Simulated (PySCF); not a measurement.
silylsulfanylsilane (H6SSi2), SMILES [SiH3]S[SiH3]. Geometry optimised at PBE-D3(BJ)/def2-SVP.

Computed equilibrium geometry at PBE-D3(BJ)/def2-SVP (PySCF confirms it by a frequency run) as bond lengths and angles, and its point group:
point group C2.
Atoms: Si1 S2 Si3 H4 H5 H6 H7 H8 H9. Bond lengths (Å): Si1–S2 2.165, Si1–H4 1.505, Si1–H5 1.500, Si1–H6 1.505, S2–Si3 2.165, Si3–H7 1.505, Si3–H8 1.500, Si3–H9 1.505. Bond angles (°): S2–Si1–H4 111.2, S2–Si1–H5 105.9, S2–Si1–H6 111.2, H4–Si1–H5 110.0, H4–Si1–H6 108.6, H5–Si1–H6 110.0, Si1–S2–Si3 98.5, S2–Si3–H7 111.2, S2–Si3–H8 105.9, S2–Si3–H9 111.2, H7–Si3–H8 110.0, H7–Si3–H9 108.6, H8–Si3–H9 110.0.
